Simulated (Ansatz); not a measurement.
`CB[SiH]1C[SiH2]1` and `C1[SiH2][SiH2]1` differ in one atom or group.

Ansatz, PBE0-D4/def2-TZVP geometries, multiplicity 1. Each molecule was computed in one conformer, which needn't be the lowest.

```csv
property,`CB[SiH]1C[SiH2]1`
size of the dipole moment (ωB97M-V/def2-TZVPP) / D,1.52
HOMO energy (PBE/def2-TZVPP) / eV,-5.86
HOMO–LUMO gap (ωB97M-V/def2-TZVPP) / eV,8.34
HOMO energy (B3LYP/def2-TZVPP) / eV,-6.55
LUMO energy (PBE/def2-TZVPP) / eV,-2.86
size of the dipole moment (B3LYP/def2-TZVPP) / D,1.49
```

(1) What does the change do to each property? (Estimate.)

## Answers

(1) The calculation gave: 
| property | `C1[SiH2][SiH2]1` | shift |
| --- | --- | --- |
| size of the dipole moment (ωB97M-V/def2-TZVPP) / D | 0.35 | -1.17 |
| HOMO energy (PBE/def2-TZVPP) / eV | -5.73 | 0.13 |
| HOMO–LUMO gap (ωB97M-V/def2-TZVPP) / eV | 10.24 | 1.90 |
| HOMO energy (B3LYP/def2-TZVPP) / eV | -6.53 | 0.02 |
| LUMO energy (PBE/def2-TZVPP) / eV | -0.97 | 1.89 |
| size of the dipole moment (B3LYP/def2-TZVPP) / D | 0.39 | -1.10 |

Dipoles are sizes alone; their direction can turn.

B3LYP here is the variant with VWN-RPA as its local correlation; programs differ in this.
